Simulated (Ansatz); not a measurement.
Consider the ligand exchange at a Ga–C bond: `C[O][Ga]([OH])[CH2][SiH3]` + HBr → `C[O][Ga]([OH])[Br]` + `C[SiH3]`.

Program: Ansatz. Geometries: PBE0-D4/def2-TZVP. ΔE: electronic, gas phase. CBS: MP2 limit from def2 TZ/QZ plus the TZ coupled-cluster correction, frozen cores. This one scheme is used for every species. For Br, Ga outer-core shells are correlated without core-valence functions, which leaves a few kJ/mol of doubt a bond. Scalar relativity is left out up to krypton. Each species was taken in one conformer, which may not be the lowest.

```csv
species,CCSD(T)/CBS(def2) energy (Eh)
`C[O][Ga]([OH])[CH2][SiH3]`,-2444.94795
HBr,-2573.91920
`C[O][Ga]([OH])[Br]`,-4688.17187
`C[SiH3]`,-330.73916
```

Work out ΔE.

ΔE = (-4688.17187) + (-330.73916) − (-2444.94795) − (-2573.91920) = -0.04388 Eh = -115.2 kJ/mol.

Largest T1 diagnostic among the species: 0.013.

Leaving LDA and LC-ωPBE aside and taking each functional with its dispersion term where it has one, the values, not all of them listed here, spread over 13.6 kJ/mol, from BHLYP-D4 to revPBE-D4. LDA lies +8.6 kJ/mol from PBE without D4. From BLYP to BHLYP (50 % exact exchange), in def2-TZVPP and without D4, ΔE moves by −9.6 kJ/mol.
